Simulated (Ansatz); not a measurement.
`[NH2][Hf]([NH2])([OH])[OH]`. Total charge 0; spin multiplicity 1. Correlated methods include outer-core shells of Hf, which these sets cover unevenly. Hf: def2 effective core potential.

```csv
atom,x (Å),y (Å),z (Å)
N1,0.968,-1.601,-0.124
Hf2,-0.172,0.054,0.258
N3,0.012,1.293,-1.358
O4,0.437,1.124,1.757
O5,-1.959,-0.645,0.541
H6,0.680,-2.556,0.034
H7,1.911,-1.600,-0.482
H8,0.175,2.289,-1.314
H9,-0.064,1.019,-2.327
H10,0.917,1.264,2.567
H11,-2.905,-0.640,0.448
```

(1) Give the diagnostics of a CCSD(T)/def2-TZVPP run (frozen core, the Gaussian-basis code of Ansatz). (An estimate is asked.)

Answers

(1) The calculation gave: T1 = 0.0146, largest single amplitude 0.024, largest double 0.016, (T) share of the correlation energy 3.7 %, 10 CCSD cycles. The RHF solution is stable towards an unrestricted one. T1 lies under the customary mark of 0.02 for closed shells.
